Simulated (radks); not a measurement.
Results of a calculation; reference values are marked as such.
Ru+, 43 electrons, occupied as [Kr] 4d6.5 5s0.5 (fractional occupations, a model configuration). Level of theory: scalar-relativistic Kohn-Sham, r2SCAN, spin-unpolarised, spherical densities, finite nucleus; meta-GGA in the generalised Kohn-Sham scheme; Fermi nuclear charge, rms radius 4.4809 fm (a radial shooting solver on a logarithmic mesh with Libxc functionals). Some entries of the table are withheld. Estimate them.

orbital  occ.  eigenvalue (eV)  <r^2> (bohr^2)
1s          2        -21992.54             (1)
2s          2        -3183.017         0.02499
2p          6        -2849.042         0.01970
3s          2        -573.8174          0.1847
3p          6        -463.0600          0.1882
3d         10              (2)          0.1767
4s          2         -87.8059           1.183
4p          6         -57.0329           1.459
4d        6.5         -13.9898           3.097
5s        0.5         -10.7863           10.28

Answer. 
(1) 1s <r^2> (bohr^2): 0.001510
(2) 3d eigenvalue (eV): -285.3488
